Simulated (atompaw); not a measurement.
# Building the PAW (atompaw) potential for Cr (PBE, scalar-relativistic).

```
Element                 : chromium (Cr)
Generator               : atompaw 4.2.0.5
Type                    : PAW
Functional              : PBE
Relativity              : scalar-relativistic
Frozen core             : [Ar]
Valence charge          : 6
Reference configuration : 3d5 4s1 4p0
Partial waves           : 4s (bound); 4s channel at 0.3 Ry; 4p (bound, empty); 4p channel at 2 Ry; 3d (bound); 3d channel at 0.6 Ry
Local potential         : bessel scheme, radius 2.25 bohr
Core correction         : smooth core density matched at 2.55 bohr
Augmentation charge     : besselshape compensation charge, radius 2.55 bohr; PAW radius 3.00 bohr; waves and projectors: bloechl
```

All-electron outer shells of the reference configuration (PBE, scalar-relativistic, ld1.x):

```
shell  level (eV)  outermost node (bohr)  outermost maximum (bohr)
   3s      -73.99                   0.36                      0.78
   3p      -45.44                   0.33                      0.80
   4s       -4.01                   1.12                      2.74
   3d       -2.91                      –                      0.84
   4p       -0.99                   1.25                      3.94
```

Calculated quality:

* Cutoffs needed: 18 Ry and 25 Ry (the cutoffs (Ry, on a coarse ladder) from which the occupation-weighted sum of valence levels, in a spherical-Bessel basis at the reference potential, stays within 10 and 1 mRy of its value at 400 Ry)
* Ghost test: no extra level below or beside the all-electron valence levels (s, p, d, f tested) (spherical-Bessel basis up to 400 Ry, 20 bohr box)
* Lowest eigenvalue of the overlap operator: 0.01 (s channel)
* Overlap eigenvalues printed by atompaw (projector basis): 0.0103, 0.0136, 1.66, 1.97, 14.3, 18.1
* Share of each valence orbital outside the PAW sphere: 4s 57 %, 4p 85 %, 3d 8 %

Generation and tests took about 3.6 s on one core of a shared server CPU.
